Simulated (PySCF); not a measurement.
Input file for PySCF: R-MP2/6-31G* on GeH4Se2 (SMILES [GeH3][Se][SeH]), a point of a torsion scan.

```python
from pyscf import gto, scf, dft, mp
from pyscf.data.elements import chemcore

mol = gto.M(
    atom='''
    Ge    1.02161356   -0.11225919    0.01761276
    Se   -0.46953674    1.66653139   -0.36373574
    Se   -2.47027315    0.64055021    0.17507593
    H     0.69334741   -1.28317097   -0.86591778
    H     2.40176853    0.37809562   -0.29434810
    H     0.95991636   -0.57815948    1.44324270
    H    -2.77627258    0.14033944   -1.15723538
    ''',
    basis='6-31g*',
    cart=True,
    charge=0, spin=0, verbose=3, max_memory=1800)
mf = scf.RHF(mol)
mf.conv_tol = 1e-8
mf.max_cycle = 100
mf.kernel()
if not mf.converged:
    mf = mf.newton().run(mf.mo_coeff, mf.mo_occ)
pt = mp.MP2(mf, frozen=chemcore(mol)).run()
```

It printed:

```
converged SCF energy = -6876.50830832499
E(RMP2) = -6877.28980301746  E_corr = -0.7814946924697
E(SCS-RMP2) = -6877.23014756341  E_corr = -0.721839238415694
```

The calculation finished and met its thresholds.

Cost: around 5 core-seconds (rough).
